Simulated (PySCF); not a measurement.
**Computed structure and properties of [Pb(SH)3]+**

System: [Pb(SH)3]+ (singlet); start: displaced along the imaginary mode (C3). Method: PySCF 2.14.0, RKS B3LYP, Pb def2-SVP with ECP60, S def2-SVP, H def2-SVP; non-relativistic Hamiltonian with scalar-relativistic core potentials where named; density fitting; no spin-orbit coupling.

Input of the relaxation:

```python
mol = gto.M(atom='''
Pb     0.00000     0.00000     0.04257
S      2.52152     0.00830    -0.13091
H      2.65320    -0.24999     1.22427
S     -1.26795     2.17955    -0.13090
H     -1.11010     2.42273     1.22428
S     -1.25358    -2.18786    -0.13089
H     -1.54309    -2.17274     1.22429''',
    basis={'Pb': 'def2-SVP', 'S': 'def2-SVP', 'H': 'def2-SVP'},
    ecp={'Pb': 'def2-SVP'},
    charge=1, spin=0)
mf = dft.RKS(mol, xc='B3LYP')
mf.grids.atom_grid = (50, 194)
mf = mf.density_fit()  # fitting sets: Pb def2-universal-JKFIT, S def2-universal-JKFIT, H def2-universal-JKFIT
mf.conv_tol = 1e-08; mf.max_cycle = 55
mf.kernel(dm0)  # dm0: converged density of the start geometry
# quasi-Newton relaxation in Cartesian coordinates to a largest gradient under 0.00045 Eh/bohr, steps kept in the point group
```

Run from Python with OMP_NUM_THREADS=2; the lines above give its settings. Where DIIS fails, smearing, a level shift and second-order steps follow.
It took 47 s on 2 threads of Arm Neoverse V2, with other jobs on the host, from the converged density of the start.

Course of the relaxation:

| step | energy above end (eV) | largest force component within the symmetry (eV/Å) |
| --- | --- | --- |
| 0 | 0.6956 | 0.597 |
| 1 | 0.5911 | 0.475 |
| 2 | 0.5073 | 1.217 |
| 3 | 0.3310 | 0.293 |
| 4 | 0.2411 | 0.698 |
| 5 | 0.1928 | 0.336 |
| 6 | 0.1194 | 0.221 |
| 7 | 0.0793 | 0.424 |
| 13 | 0.0037 | 0.025 |
| 14 | 0.0020 | 0.027 |
| 15 | 0.0009 | 0.109 |
| 16 | 0.0003 | 0.010 |
| 17 | 0.0001 | 0.010 |
| 18 | 0.0000 | 0.008 |
(The steps between are left out.)

Relaxed geometry (C3h):

```xyz
7

Pb    0.0000    0.0000    0.4778
S     2.4236    0.5301    0.4730
H     2.7880   -0.7799    0.4752
S    -1.6708    1.8338    0.4730
H    -0.7186    2.8044    0.4753
S    -0.7527   -2.3639    0.4731
H    -2.0694   -2.0245    0.4753
```

| contact | Å |
| --- | --- |
| Pb1–S2 (SH) | 2.481 |
| Pb1–S4 (SH) | 2.481 |
| Pb1–S6 (SH) | 2.481 |

On the finer grid (75, 302):

The HOMO is -12.32 eV. The LUMO is -9.07 eV. The dipole about the centre of mass is 0.01 D. The set of Mulliken populations of Pb1 outside the core potential is s 3.57, p 7.56, d 10.19 and the D3(BJ) dispersion energy (not in the energies) is -0.445 eV.

```tsv
atom	Mulliken (e)	Löwdin (e)	spin (e)
Pb1	0.69	0.32	0.00
S2	-0.03	0.20	0.00
H3	0.14	0.03	0.00
S4	-0.03	0.20	0.00
H5	0.14	0.03	0.00
S6	-0.03	0.20	0.00
H7	0.14	0.03	0.00
```

On the grid (50, 194), as all that follows. Harmonic modes: a minimum; lowest 70 cm⁻¹ (negative: unstable), highest 2642 cm⁻¹, zero-point energy 0.733 eV.

Taking off one SH (charge -1, singlet; the rest: singlet) in vacuum, both parts rigid, costs 15.74 eV; the small basis without counterpoise inflates it. Most of it is the attraction of opposite charges; other ways to part are cheaper, and one spin state was tried for the rest.

Rigid scan of SH along the line from its metal:

(distance to S2 (Å), energy (eV)): (2.18, 0.744), (2.28, 0.284), (2.38, 0.061), (2.48, 0.000), (2.58, 0.047), (2.68, 0.165), (2.88, 0.508), (3.18, 1.080), (3.58, 1.721), (4.08, 2.264)

One start shape was tried, so this needn't be the lowest isomer.
